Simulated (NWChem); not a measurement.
System: SiH2F2; SMILES F[SiH2]F

Program: NWChem. Pople sets run with spherical d functions. All runs use the structure optimised with PBE-D3(BJ)/def2-SVP. Isotropic polarisability at PBE0/6-31+G*. A Cauchy series cut after its second term is a line in ω².

```csv
row,ω² (10⁻³ Ha²),α (bohr³)
static,0.00,22.81
1065 nm,1.83,22.97
589 nm,5.98,withheld
400 nm,12.97,24.00
```

Fit a straight line of the last column on the one before it, predict the withheld value, and compare with the run.


1. Means of the 3 shown rows: x = 4.933, y = 23.260. Slope Σ(x − x̄)(y − ȳ)/Σ(x − x̄)² = 9.067/98.56 = 0.09200; intercept 22.806.
2. The shown rows scatter about the line by 0.003 (root mean square); the largest residual is 0.00, at 1065 nm.
3. At x = 5.98 (589 nm; inside the shown range) the line gives 23.36.
4. The run gives 23.34, -0.02 from the line. The intercept estimates α(0), and the slope, 92.0 bohr³/Ha², the next Cauchy moment.
